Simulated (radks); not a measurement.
The numbers below are computed, except where a source is named.
Task: Ionisation of the ytterbium ion Yb2+, [Xe] 4f14, to [Xe] 4f13 as the strength of local exchange is varied. Code: a radial shooting solver on a logarithmic mesh with Libxc functionals. Model: scalar-relativistic Kohn-Sham, Slater X-alpha exchange (alpha = 2/3 is LDA exchange), no correlation, spin-polarised, spherical densities, finite nucleus; Fermi nuclear charge, rms radius 5.3108 fm.

| alpha | E(Yb2+) (hartree) | exchange (hartree) | IE (eV) | -e of the level emptied (eV) | <r> of it (bohr) |
|---|---|---|---|---|---|
| 0.667 | -14041.8690 | -276.7845 | 24.992 | 16.343 (4f) | 0.7831 |
| 0.743 | -14073.5860 | -309.1028 | 27.140 | 18.222 (4f) | 0.7693 |
| 0.77 | -14084.8732 | -320.6220 | 27.927 | 18.917 (4f) | 0.7647 |
| 0.9 | -14139.3598 | -376.3599 | 31.876 | 22.454 (4f) | 0.7442 |
| 1.019 | -14189.4399 | -427.7798 | 35.717 | 25.950 (4f) | 0.7273 |
| x | -14088.6378 | -324.4661 | 28.191 | 19.152 (4f) | 0.7632 |

Which alpha was used in the last row?

Result: alpha = 0.779. NIST Atomic Spectra Database: 25.05 eV (semi-empirical). The Delta-SCF value meets it near alpha = 0.67. Open shells are spherical and high-spin; term and fine-structure splittings are not resolved. Spin-orbit splitting is averaged out at the scalar-relativistic level.
